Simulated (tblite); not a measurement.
3-chloro-2-methylpentane, C6H13Cl.
Atom-mapped SMILES: `[CH3:1][CH2:2][C@H:3]([Cl:4])[CH:5]([CH3:6])[CH3:7]` (hydrogens: H8, H9, H10 on C1; H11, H12 on C2; H13 on C3; H14 on C5; H15, H16, H17 on C6; H18, H19, H20 on C7)

Computed with GFN2-xTB (tblite), gas phase: nudged elastic band of 9 images (0 to 8), spring 0.2 eV/Å², climbing image at the end, force threshold 0.05 eV/Å. No saddle search or frequency run followed, so the top image need not be a first-order saddle, and its height can exceed the method's true barrier by a kcal/mol or more.

The band describes a rotation about C3–C5 (sp3 C–Cl carbon, sp3 CH carbon), followed by the dihedral C2–C3–C5–C7, from the optimised start (63°) to a second optimised geometry at 179°.

**Question.** Give the energy profile along the converged band.

**Answer.** 
```
image  dihedral (°)  E (kJ/mol)  C3–C5 (Å)  C2···C7 (Å)  largest true force (eV/Å)
    0            63        0.00      1.533         3.11                       0.01
    1            77        2.98      1.536         3.25                       0.05
    2            91        8.55      1.541         3.41                       0.05
    3           106       12.93      1.545         3.55                       0.04
    4           121       13.74      1.546         3.68                       0.04
    5           136       10.83      1.544         3.78                       0.04
    6           151        6.33      1.539         3.85                       0.04
    7           166        3.37      1.535         3.89                       0.03
    8           179        1.81      1.533         3.91                       0.01
```

Barriers of this band. The top is image 4 at 121°: 13.74 kJ/mol forward and 11.93 kJ/mol back; the end lies 1.81 kJ/mol above the start. The central bond is 0.013 Å longer at the top than at the start.

**Question.** What rate follows at 350 K for crossing this barrier forward?

**Answer.** Taking the electronic barrier for the free energy of activation (no zero-point or entropy terms, transmission 1), rate = (kT/h)·exp(−ΔE/kT) ≈ 7 × 10^10 s⁻¹, whose inverse is 2 × 10^-11 s. An error of 1 kcal/mol in the barrier changes this by a factor of 4, and the method and the loose band can each miss by that much or more.

**Question.** How would the two end points share their population at 350 K, from these energies alone?

**Answer.** exp(−ΔE/kT) with ΔE = 0.019 eV gives 0.53 for the higher one (end) against 1 for the lower, without vibrational, rotational or degeneracy terms. GFN2-xTB can put conformers this close in the wrong order.

The cost below is that of the whole band run. Hardware: an AMD EPYC 9R45 with one thread (shared host). Cost: 2.0 s of wall time, 0.18 GiB resident at most.
